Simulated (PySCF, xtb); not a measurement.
TaOF3, SMILES [Ta]([F])([F])(=[O])[F], multiplicity 1.

Harmonic wavenumbers (cm⁻¹) from GFN2-xTB (xtb) at its own minimum, in rising order: 135, 135, 162, 206, 206, 411, 438, 438, 809.

### Question
What does PBE-D3(BJ)/def2-SVP run with PySCF 2.14.0 give at its own minimum? (The exact figures need the calculation; the answer reports its results.)

### Answer
159, 159, 184, 253, 253, 684, 689, 689, 985. Paired by order, the mean absolute difference is 124 cm⁻¹ and the zero-point energies are 4.2 and 5.8 kcal/mol.
